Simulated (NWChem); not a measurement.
System: Ge₂H₃F₃; SMILES [F][Ge]([F])([F])[GeH3]

Input file for NWChem:

```
start job
memory heap 200 mb stack 900 mb global 1100 mb
geometry units angstroms noautosym nocenter noautoz
  F      1.431231    -0.664732    -1.422313
  Ge     0.000000     0.000000    -0.727216
  F     -0.139941     1.571849    -1.422313
  F     -1.291290    -0.907117    -1.422313
  Ge     0.000000     0.000000     1.686447
  H      1.198256     0.837786     2.142301
  H      0.126416    -1.456613     2.142301
  H     -1.324672     0.618827     2.142301
end
basis spherical
  * library def2-svp
end
dft
  xc r2scan
  iterations 150
  vectors input atomic output neutral.movecs
end
task dft energy
charge 1
dft
  odft
  mult 2
  vectors input atomic output cation.movecs
end
task dft energy
```

Geometry: optimised at PBE0/def2-SVP.

Ions are spin-unrestricted doublets at the neutral geometry; other ion states weren't tried.

**Question.** What results follow from this input? (r2SCAN/def2-SVP, vertical spin-unrestricted ions.) Quantities: vertical ionisation energy, ΔSCF (eV); −ε(HOMO) (eV).

**Answer.** 
```yaml
vertical ionisation energy, ΔSCF (eV): 11.50
"−ε(HOMO) (eV)": 8.54
```
